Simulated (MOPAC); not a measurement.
MOPAC input (PM6):

```
PM6 FORCE THERMO(298,298) PRECISE LET UHF MS=0.5 GEO-OK AUX(PRECISION=9) THREADS=1
HMg

Mg    0.00000000 1    0.00000000 1   -0.12080294 1
H     0.00000000 1    0.00000000 1    1.59567594 1
```

Output:

```
 *******************************************************************************
 **                                                                           **
 **                              MOPAC v23.2.5                                **
 **                                                                           **
 *******************************************************************************
 ** MOPAC's Digital Object Identifier: https://doi.org/10.5281/zenodo.6511958 **
 **                                                                           **
 ** Please cite the open-source release paper for use of this MOPAC version:  **
 ** J. E. Moussa and J. J. P. Stewart (2026)                                  **
 ** MOPAC: An open-source semiempirical molecular orbital program             **
 ** J. Open Source Softw., 11(119), 8025, https://doi.org/10.21105/joss.08025 **
 *******************************************************************************

                              PM6 CALCULATION RESULTS

 *******************************************************************************
 *  PM6        - The PM6 Hamiltonian to be used
 *  GEO-OK     - OVERRIDE INTERATOMIC DISTANCE AND OTHER SAFETY CHECKS
 *  UHF        - UNRESTRICTED HARTREE-FOCK CALCULATION
 *  MS=        - IN MECI, MAGNETIC COMPONENT OF SPIN =  0.5
 *  LET        - OVERRIDE SOME SAFETY CHECKS
 *  PRECISE    - TIGHTER CRITERIA TO BE USED
 *  FORCE      - FORCE CALCULATION SPECIFIED
 *  AUX        - OUTPUT AUXILIARY INFORMATION
 *  THERMO     - THERMODYNAMIC QUANTITIES TO BE CALCULATED
 *******************************************************************************
PM6 FORCE THERMO(298,298) PRECISE LET UHF MS=0.5 GEO-OK AUX(PRECISION=9) THREADS=1
 HMg

   ATOM   CHEMICAL          X               Y               Z
  NUMBER   SYMBOL      (ANGSTROMS)     (ANGSTROMS)     (ANGSTROMS)

     1      Mg          0.00000000  *   0.00000000  *  -0.12080294  *
     2       H          0.00000000  *   0.00000000  *   1.59567594  *

          CARTESIAN COORDINATES

    NO.       ATOM           X           Y           Z

     1        Mg          0.0000      0.0000     -0.1208
     2         H          0.0000      0.0000      1.5957

 General Reference for PM6:
 "Optimization of Parameters for Semiempirical Methods V: Modification of NDDO Approximations
 and Application to 70 Elements", J. J. P. Stewart, J. Mol. Mod., 13, 1173-1213 (2007)
 URL: https://link.springer.com/article/10.1007/s00894-007-0233-4

           Empirical Formula: H Mg  =     2 atoms

      MOLECULAR POINT GROUP   :   C*v

          UHF CALCULATION, NO. OF ALPHA ELECTRONS =    2
                           NO. OF BETA  ELECTRONS =    1

          HEAT OF FORMATION =      50.851392 KCALS/MOLE

          CARTESIAN COORDINATE DERIVATIVES

   NUMBER  ATOM         X            Y            Z

     1      Mg     -0.002178     0.000000     0.000000
     2       H      0.002178     0.000000     0.000000

 DIPOLE           X         Y         Z       TOTAL
 POINT-CHG.     1.406     0.000    -0.000     1.406
 HYBRID         0.413    -0.000    -0.000     0.413
 SUM            1.819    -0.000    -0.000     1.819

          GRADIENT NORM =   0.00308

          MOLECULAR WEIGHT =   25.31

          ROTATIONAL CONSTANTS IN CM(-1)

          A =    0.00000000   B =    5.91219025   C =    5.91219025

           PRINCIPAL MOMENTS OF INERTIA IN UNITS OF 10**(-40)*GRAM-CM**2

          A =        0.0000   B =        4.7348   C =        4.7348

          ORIENTATION OF MOLECULE IN FORCE CALCULATION

    NO.       ATOM         X         Y         Z

     1         Mg      -0.0683    0.0000    0.0000
     2          H       1.6481    0.0000   -0.0000

    FIRST DERIVATIVES WILL BE USED IN THE CALCULATION OF SECOND DERIVATIVES

    FOR POINT-GROUP C*v  THERE ARE  84 UNIQUE SYMMETRY FUNCTIONS.

(To convert to Hartree/Bohr^2, multiply by (10^(-21) x N x a0^2)/(4.184 x 627.51) =  0.0642)

           FORCE MATRIX IN MILLIDYNES/ANGSTROM

                 Mg  1       H  2
 ------------------------------
    Mg    1   2.645823
     H    2   2.645661   2.645498

          HEAT OF FORMATION =      50.851392 KCALS/MOLE

          ZERO POINT ENERGY       3.079 KCAL/MOL

           NORMAL COORDINATE ANALYSIS (Total motion = 1 Angstrom)

   Root No.       1

                 1 Sig

                2154.1

           1   -0.0398
           2    0.0000
           3    0.0000
           4    0.9602
           5   -0.0000
           6   -0.0000

           MASS-WEIGHTED COORDINATE ANALYSIS (NORMAL COORDINATES)

   Root No.       1

                 1 Sig

                2154.1

           1   -0.1995
           2    0.0000
           3    0.0000
           4    0.9799
           5   -0.0000
           6   -0.0000

          DESCRIPTION OF VIBRATIONS

 VIBRATION          1    1Sig        ATOM PAIR     ENERGY CONTRIBUTION    RADIAL
 FREQUENCY          2154.05         Mg1 -- H 2        +100.0% (100.0%)    100.0%
 TRANSITION DIPOLE   0.2456
 TRAVEL (Ang.)       0.1799
 REDUCED MASS        0.9678
 EFFECTIVE MASS      1.3462
 FORCE CONSTANT      2.6457

      SYMMETRY NUMBER FOR POINT-GROUP C*v =  1

          SYSTEM IS A GROUND STATE

 HMg

          MOLECULE IS LINEAR

          THERE ARE  1 GENUINE VIBRATIONS IN THIS SYSTEM
          THIS THERMODYNAMICS CALCULATION IS LIMITED TO
          MOLECULES WHICH HAVE NO INTERNAL ROTATIONS

                    CALCULATED THERMODYNAMIC PROPERTIES
                                          *
   TEMP. (K)   PARTITION FUNCTION   H.O.F.    ENTHALPY  HEAT CAPACITY ENTROPY
                                   KCAL/MOL   CAL/MOLE    CAL/K/MOL  CAL/K/MOL

 298.00  VIB.     0.1000D+01                     0.1874     0.0065     0.0007
         ROT.     0.3503D+02                   592.1869     1.9872     9.0543
         INT.     0.3503D+02                   592.3743     1.9937     9.0550
         TRA.     0.1231D+27                  1480.4672     4.9680    35.6205
         TOT.                       50.851    2072.8415     6.9618    44.6755

   *: NOTE: HEATS OF FORMATION ARE RELATIVE TO THE
            ELEMENTS IN THEIR STANDARD STATE AT 298K
              (=  Standard Enthalpy of Formation).

            Hvib:  Zero-point energy is not included.
                   frequencies of less than zero cm-1 are not included.
            Hrot = (3/2)RT
            Htra = (3/2)RT + pV = (5/2)RT

            Heat capacity is Cp, not Cv

          For more information, see: HTTP://OpenMOPAC.net/Manual/thermochemistry.html

           FORCE CONSTANT IN CARTESIAN COORDINATES (Millidynes/A)

    ATOM   CHEMICAL       X               Y               Z
   NUMBER   SYMBOL  FORCE CONSTANT  FORCE CONSTANT  FORCE CONSTANT

      1      Mg        2.645660        0.000965        0.000965
      2       H        2.645660        0.000965        0.000965

 **********************
 *                    *
 * JOB ENDED NORMALLY *
 *                    *
 **********************

 == MOPAC DONE ==
```
